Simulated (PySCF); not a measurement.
CH3IOSi, neutral, multiplicity 1. Atoms are numbered in the order given.

```xyz
7

Si     1.2860     1.0626     0.0000
I     -0.1365    -1.0418     0.0000
O      0.1686     2.2641     0.0000
C     -1.2232     2.4491     0.0000
H     -1.7560     1.4842     0.0000
H     -1.5117     3.0235    -0.8932
H     -1.5117     3.0235     0.8932
```

The structure is a stationary point at PBE0-D3(BJ)/def2-SVP. The def2 effective core potentials stand for the cores of I; spin–orbit coupling is left out. One conformer was computed; it need not be the lowest.

Computed with PBE0-D3(BJ)/def2-SVP in PySCF.

Frequencies are harmonic and unscaled.

```
mode  ν (cm⁻¹)  IR (km/mol)  Raman (Å⁴/amu)  depolarisation  moving atoms (share of kinetic energy)
----  --------  -----------  --------------  --------------  --------------------------------------
1           72          0.0             0.3            0.75                                  H 99 %
2          136          4.3             3.9            0.60          C 47 %, I 19 %, H 18 %, Si 9 %
3          189         10.1             1.5            0.75          O 59 %, Si 17 %, H 15 %, C 9 %
4          268          6.3             6.8            0.31         O 37 %, Si 31 %, I 15 %, H 10 %
5          373        107.0             9.0            0.30                         Si 62 %, O 26 %
6          743         77.6            17.2            0.33          Si 42 %, C 28 %, O 21 %, H 9 %
7         1169         61.7             6.7            0.63                  H 62 %, C 23 %, O 14 %
8         1176          2.2             1.3            0.75                          H 77 %, C 18 %
9         1214        238.8             4.7            0.12                  O 52 %, C 30 %, H 14 %
10        1461          4.8             6.4            0.74                           H 88 %, C 9 %
11        1468          8.4            37.4            0.60                                  H 96 %
12        1470          4.3            16.2            0.75                                  H 97 %
13        3045         42.9           169.3            0.05                                  H 98 %
14        3148          9.4            52.4            0.35                          H 90 %, C 10 %
15        3157         13.7           112.2            0.75                          H 90 %, C 10 %
```
